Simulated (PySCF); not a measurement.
Assigning NMR signals

Molfile (atoms numbered from 1):
```
C7H10NP
     RDKit          3D

 19 19  0  0  0  0  0  0  0  0999 V2000
    2.0512   -0.8401    1.0917 C   0  0  0  0  0  0  0  0  0  0  0  0
    1.3453   -0.0030    0.1605 N   0  0  0  0  0  0  0  0  0  0  0  0
    2.0819    0.9071   -0.6780 C   0  0  0  0  0  0  0  0  0  0  0  0
   -0.0167   -0.0993    0.0993 C   0  0  0  0  0  0  0  0  0  0  0  0
   -0.7503    0.6914   -0.7902 C   0  0  0  0  0  0  0  0  0  0  0  0
   -2.1237    0.6608   -0.9190 C   0  0  0  0  0  0  0  0  0  0  0  0
   -2.9491   -0.1683   -0.1723 C   0  0  0  0  0  0  0  0  0  0  0  0
   -2.4542   -1.0391    0.7707 C   0  0  0  0  0  0  0  0  0  0  0  0
   -0.7912   -1.2609    1.1904 P   0  0  0  0  0  0  0  0  0  0  0  0
    1.8599   -1.8987    0.8812 H   0  0  0  0  0  0  0  0  0  0  0  0
    1.7196   -0.6420    2.1176 H   0  0  0  0  0  0  0  0  0  0  0  0
    3.1206   -0.6563    1.0262 H   0  0  0  0  0  0  0  0  0  0  0  0
    3.1436    0.8183   -0.4606 H   0  0  0  0  0  0  0  0  0  0  0  0
    1.9309    0.6809   -1.7386 H   0  0  0  0  0  0  0  0  0  0  0  0
    1.7826    1.9447   -0.4969 H   0  0  0  0  0  0  0  0  0  0  0  0
   -0.2157    1.3799   -1.4285 H   0  0  0  0  0  0  0  0  0  0  0  0
   -2.5778    1.3224   -1.6445 H   0  0  0  0  0  0  0  0  0  0  0  0
   -4.0176   -0.1266   -0.3394 H   0  0  0  0  0  0  0  0  0  0  0  0
   -3.1489   -1.6621    1.3230 H   0  0  0  0  0  0  0  0  0  0  0  0
  1  2  1  0
  2  3  1  0
  2  4  1  0
  4  5  2  0
  5  6  1  0
  6  7  2  0
  7  8  1  0
  8  9  2  0
  9  4  1  0
  1 10  1  0
  1 11  1  0
  1 12  1  0
  3 13  1  0
  3 14  1  0
  3 15  1  0
  5 16  1  0
  6 17  1  0
  7 18  1  0
  8 19  1  0
M  END
```

A single conformation, no relativistic terms, in vacuum, averaged over atoms made equivalent by symmetry, fast rotation or ring inversion. σ from GIAO-PBE0/pcSseg-1; geometry: GFN2-xTB; PySCF.

δ = σ(ref) − σ, references computed at the same level: TMS for ¹³C and ¹H.

(1) Assign these signals to the numbered atoms. ¹³C{¹H} NMR (computed): δ 181.3 (C), 162.9 (CH), 135.9 (CH), 127.1 (CH), 115.6 (CH), 44.3 (CH3).

(2) Assign these signals to the numbered atoms. ¹H NMR (300 MHz, computed): δ 8.91 (m, 1H), 7.67 (m, 1H), 7.53 (m, 1H), 6.91 (m, 1H), 3.29 (s, 6H).

Answers

(1) 
| δ (ppm) | atoms | environment | reason |
| --- | --- | --- | --- |
| 181.3 | C4 | aromatic carbon bearing nitrogen | σ withdrawal by the attached heteroatom moves it downfield of the ring CH carbons |
| 162.9 | C8 | aromatic CH | – |
| 135.9 | C6 | aromatic CH | the aromatic region |
| 127.1 | C7 | aromatic CH | – |
| 115.6 | C5 | aromatic CH | – |
| 44.3 | C1/C3 | methyl carbon bonded to N | pulled downfield by the heteroatom |

(2) 
8.91 → H19, hydrogen on an aromatic CH: it sits in the deshielding region of the aromatic ring current
7.67 → H17, hydrogen on an aromatic CH
7.53 → H18, hydrogen on an aromatic CH
6.91 → H16, hydrogen on an aromatic CH
3.29 → H10/H11/H12/H13/H14/H15, hydrogen on a methyl carbon bonded to N: its carbon carries N, hence the downfield position

Splittings by ³¹P in the carbon and heteronuclear signals aren't shown, as no couplings were computed. Shifts are as computed. Against solution values, carbons near 30 ppm lie about +3 ppm off and those near 130 ppm about +5 ppm. Of 1211 compounds with measured shifts, 218 miss one by over three times the rms of a fit or turn the order of signals round; such compounds aren't used in these exercises. No couplings were computed; multiplicities are counted from neighbouring protons, with m where these are inequivalent, close in shift, in a saturated or five-membered ring or joined by F or P, and br s for small geminal =CH2 splittings.
